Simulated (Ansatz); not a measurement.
Consider the formal exchange of groups at the Si–O bond: `[OH][GeH2][O][SiH](O)O` + `CN(C)C` → `CN(C)[SiH](O)O` + `C[O][GeH2][OH]`.

Gas-phase electronic energies from Ansatz, PBE0-D4/def2-TZVP geometries. CCSD(T)/CBS is the MP2 limit (def2-TZVPP, def2-QZVPP) plus CCSD(T) − MP2 in def2-TZVPP, frozen cores. DFT in def2-TZVPP. For Ge outer-core shells are correlated without core-valence functions, which leaves a few kJ/mol of doubt a bond. Scalar relativity is left out up to krypton. Each species was taken in one conformer, which may not be the lowest.

```csv
level,ΔE (eV)
r2SCAN-D4,1.20
ωB97X-V,1.17
ωB97M-V,1.19
B2PLYP,1.19
PBE,1.09
CCSD/def2-TZVPP,1.22
SCS-MP2/def2-QZVPP,1.23
HF/CBS(def2),1.25
```

Task: What does CCSD(T)/CBS give? (Best estimate.)

Result: Computed: +1.22 eV. The listed levels differ from it by -0.02, -0.05, -0.03, -0.03, -0.13, 0.00, 0.01, 0.03 eV.

Largest T1 diagnostic among the species: 0.012.

From PBE to PBE0 (25 % exact exchange), in def2-TZVPP and without D4, ΔE moves by +0.05 eV.
